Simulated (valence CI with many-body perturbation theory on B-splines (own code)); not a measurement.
Results of a calculation; reference values are marked as such.
## I46+: input, log and results

The program does CI of the valence electrons with many-body perturbation theory for a frozen closed Dirac-Fock core.

Command, and the settings that its task file holds:

```sh
python run_cv.py task.json out
```

```
atom I  Z=53  mass_number=127  rms_radius_fm=4.7500
core [He]
valence 2s2 2p3
avg = 1
basis = S
breit = 0
cap = 10000
capref = 1200
cscale = 1
de = 0.0
dress = 0
eps = 2e-08
extrap = 1
h = 0.27
hh = 1
l2 = 3
lcore = 6
maxit = 60
n2 = 5
natural = 1
nlev = 20
nno = [3, 3, 3, 2, 1]
nroot = 26
ns = 3
nsp = [3, 3, 2, 1, 0]
pt2 = 1
qed = 1
rpa = 1
s1 = 1
s2 = 1
s3 = 1
screen = 1
tol = 2e-05
whole = 1
```

Log. The first blocks belong to the next ion, which gives the ionisation energy. Fields: 2J, parity (1 odd), roots, reference size, generating configurations, candidates as configurations/state functions, variational space P, stored matrix elements, Davidson steps; e2 is the range of second-order energies in hartree. The first line gives the box (bohr), its intervals, the orbitals and the steps of their self-consistent field. Window is the range of levels sought, series limit the energy at which the first omitted orbital would enter, core excitation an estimate of the first excitation out of the core, left out the lowest levels not solved, and shifts from estimates the range by which levels moved from their first estimate, all in cm⁻¹.

```
rmax 1.2 intervals 54 orbitals 36 references ['2s2 2p3', '2s 2p4', '2p5'] scf 3 t 0.3
2J=0 par=0 roots 2 ref 28 generators 4 cand 1153/1578 P 716/999 nnz 0 it 0
2J=0 par=0 roots 2 ref 28 generators 4 cand 463/607 P 1016/1414 nnz 0 it 4
   second order: generators 8 cand 1583/2452 e2 -0.00002 -0.00001
reference levels 430, estimated 356, window 37957074 1/cm; series limit 49256189, core excitation 231787761
2J=3 par=1 roots 11 ref 68 generators 16 cand 6556/45609 P 1294/5191 nnz 2.4e+06 it 5
2J=3 par=1 roots 11 ref 68 generators 20 cand 7630/58072 P 2218/9996 nnz 7.2e+06 it 10
   second order: generators 27 cand 10801/90858 e2 -0.00812 -0.00186
2J=5 par=1 roots 6 ref 53 generators 14 cand 7711/68441 P 1133/4864 nnz 2.5e+06 it 5
2J=5 par=1 roots 6 ref 53 generators 16 cand 7563/67385 P 1963/9999 nnz 7.9e+06 it 8
   second order: generators 22 cand 9812/89595 e2 -0.01138 -0.00379
2J=1 par=1 roots 7 ref 45 generators 13 cand 4962/20039 P 1472/4072 nnz 1.3e+06 it 5
2J=1 par=1 roots 7 ref 45 generators 18 cand 6855/32999 P 2951/9996 nnz 6.8e+06 it 7
   second order: generators 26 cand 9283/50646 e2 -0.00143 -0.00028
2J=5 par=0 roots 6 ref 60 generators 16 cand 7922/69299 P 1252/4788 nnz 2.2e+06 it 6
2J=5 par=0 roots 6 ref 60 generators 17 cand 7532/67931 P 2142/9980 nnz 7.6e+06 it 8
   second order: generators 24 cand 10427/99020 e2 -0.01031 -0.00255
2J=1 par=0 roots 7 ref 53 generators 15 cand 6639/30819 P 1528/4281 nnz 1.5e+06 it 7
2J=1 par=0 roots 7 ref 53 generators 17 cand 6660/32553 P 2995/9997 nnz 7e+06 it 7
   second order: generators 22 cand 7813/40464 e2 -0.00152 -0.00008
2J=3 par=0 roots 8 ref 72 generators 14 cand 7384/56010 P 1250/5190 nnz 2.5e+06 it 5
2J=3 par=0 roots 8 ref 72 generators 17 cand 7443/55382 P 2147/9999 nnz 7.5e+06 it 7
   second order: generators 25 cand 10584/86895 e2 -0.00973 -0.00180
2J=7 par=1 roots 2 ref 30 generators 8 cand 5434/51141 P 901/3534 nnz 1.4e+06 it 5
2J=7 par=1 roots 2 ref 30 generators 10 cand 6013/56235 P 1839/9997 nnz 8.9e+06 it 6
   second order: generators 12 cand 6234/58752 e2 -0.00394 -0.00206
2J=7 par=0 roots 1 ref 27 generators 4 cand 3564/34126 P 927/3521 nnz 1.3e+06 it 5
2J=7 par=0 roots 1 ref 27 generators 6 cand 5180/51454 P 1691/9994 nnz 1e+07 it 6
   second order: generators 8 cand 5425/57131 e2 -0.00102 -0.00102
2J=9 par=0 roots 1 ref 8 generators 3 cand 2256/19435 P 888/3477 nnz 1.4e+06 it 5
2J=9 par=0 roots 1 ref 8 generators 4 cand 3015/28074 P 1686/9980 nnz 1.3e+07 it 5
   second order: generators 6 cand 4115/46349 e2 -0.00009 -0.00009
2J=9 par=1 roots 1 ref 11 generators 3 cand 2325/19546 P 797/3514 nnz 1.5e+06 it 4
2J=9 par=1 roots 1 ref 11 generators 3 cand 2139/18542 P 1561/9990 nnz 1.3e+07 it 5
   second order: generators 5 cand 3784/34792 e2 -0.00015 -0.00015
left out: unestimated 50721625, estimated 39994617, shifts from estimates -57 to 133
```

(1) What became of the run, and why?

Results:

(1) It gave no result: the setting left no core shell for the response of the core. The program said: "need at least one array to concatenate".
